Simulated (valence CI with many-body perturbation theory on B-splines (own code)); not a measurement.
## Cs14+: one-electron terms

Method: configuration interaction combined with many-body perturbation theory (CI+MBPT): five valence electrons over a frozen Dirac-Fock core [Kr], a basis of 7 s, 7 p, 8 d, 6 f, 4 g, 1 h functions for each j, with the one-electron correlation potential Σ1, the two-electron term Σ2, the three-electron term Σ3, Breit, model QED; selected CI, second order for the rest, scaled by the run's own slope (own B-spline code, finite nucleus).

No measured spectrum was set against this ion. As an estimate, terms of the open shell hold to 2 to 4 % of their energy, and close levels can change places. Among the levels kept, up to 1200 cm⁻¹ of a level comes from second order outside the variational space, and about a tenth of that is noise between levels of different J, which matters for small intervals. Excitations out of the core, of the other parity, are not computed and may begin above about 65.6 eV (a cautious bound); beyond it only levels of the ground parity were kept, without lifetimes.

These are the spectroscopic orbitals of the CI (the correlating ones are not listed), shaped by the core and the other valence electrons. h is the expectation value of the core's Dirac-Fock operator, without the valence repulsion; Σ1 is computed up to l = 3 at one energy for each symmetry, that of its lowest orbital but kept below the first core excitation, so for empty shells it is not the orbital's own correlation shift; Breit and QED include the response of the core.

| Orbital | h (hartree) | Σ1 (cm⁻¹) | Breit (cm⁻¹) | QED (cm⁻¹) | ⟨r⟩ (bohr) |
| --- | --- | --- | --- | --- | --- |
| 5s1/2 | -12.069 | -9143 | 675 | 564 | 1.314 |
| 6s1/2 | -7.4944 | -3268 | 335 | 278 | 2.134 |
| 7s1/2 | -5.1204 | -1612 | 187 | 156 | 3.157 |
| 5p1/2 | -11.207 | -7993 | 1016 | -34.0 | 1.377 |
| 6p1/2 | -7.0566 | -3082 | 523 | -17.0 | 2.229 |
| 7p1/2 | -4.8676 | -1576 | 299 | -9.6 | 3.287 |
| 5p3/2 | -10.978 | -7386 | 602 | 21.1 | 1.409 |
| 6p3/2 | -6.9431 | -2911 | 314 | 11.2 | 2.268 |
| 7p3/2 | -4.8027 | -1501 | 191 | 6.5 | 3.333 |
| 4d3/2 | -17.407 | -18296 | 1034 | -214 | 0.7461 |
| 5d3/2 | -9.5634 | -6109 | 373 | -55.0 | 1.522 |
| 6d3/2 | -6.2154 | -2768 | 192 | -27.3 | 2.459 |
| 4d5/2 | -17.286 | -17909 | 385 | -148 | 0.7529 |
| 5d5/2 | -9.5173 | -6062 | 176 | -34.5 | 1.531 |
| 6d5/2 | -6.1917 | -2753 | 93.4 | -17.0 | 2.470 |
| 4f5/2 | -13.275 | -31668 | -202 | -121 | 0.8230 |
| 5f5/2 | -7.9791 | -6771 | -23.7 | -38.1 | 1.709 |
| 4f7/2 | -13.258 | -30127 | -439 | -108 | 0.8253 |
| 5f7/2 | -7.9714 | -6626 | -113 | -32.8 | 1.712 |
| 5g7/2 | -7.0635 |  | -22.7 | -5.5 | 1.757 |
| 5g9/2 | -7.0629 |  | -29.6 | -4.4 | 1.757 |

Among the shells of the start configuration 4d5, Σ1 is largest in size for 4d3/2, where it is 0.48 % of h.

Lowest root of each symmetry, sizes in configuration state functions:

| J | Parity | Roots | Reference | Variational | Second order | Change by selected CI (cm⁻¹) | Change by second order (cm⁻¹) |
| --- | --- | --- | --- | --- | --- | --- | --- |
| 1/2 | even | 9 | 112 | 31953 | 959034 | -8322 | -74 |
| 3/2 | even | 12 | 201 | 30569 | 1628357 | -8136 | -235 |
| 5/2 | even | 16 | 254 | 28625 | 1984946 | -5163 | -248 |
| 7/2 | even | 13 | 257 | 28563 | 2421390 | -7487 | -567 |
| 9/2 | even | 10 | 232 | 29391 | 2190859 | -7404 | -468 |
| 11/2 | even | 6 | 182 | 30472 | 2170947 | -7644 | -302 |
| 13/2 | even | 3 | 129 | 32315 | 1554998 | -8507 | -191 |
| 1/2 | odd | 17 | 75 | 31712 | 1033957 | -10353 | -216 |
| 3/2 | odd | 28 | 131 | 28913 | 1880237 | -10260 | -794 |
| 5/2 | odd | 39 | 161 | 27907 | 2256450 | -10318 | -1107 |
| 7/2 | odd | 40 | 162 | 27323 | 2275997 | -9940 | -1196 |
| 9/2 | odd | 38 | 134 | 27320 | 2681207 | -9797 | -1145 |
| 11/2 | odd | 31 | 99 | 27946 | 2588432 | -10033 | -945 |
| 13/2 | odd | 23 | 62 | 28648 | 2568552 | -10419 | -726 |
| 15/2 | odd | 14 | 32 | 29647 | 1885111 | -10855 | -468 |
| 17/2 | odd | 6 | 12 | 31298 | 1212168 | -12652 | -320 |
| 19/2 | odd | 2 | 4 | 32140 | 825175 | -13310 | -71 |
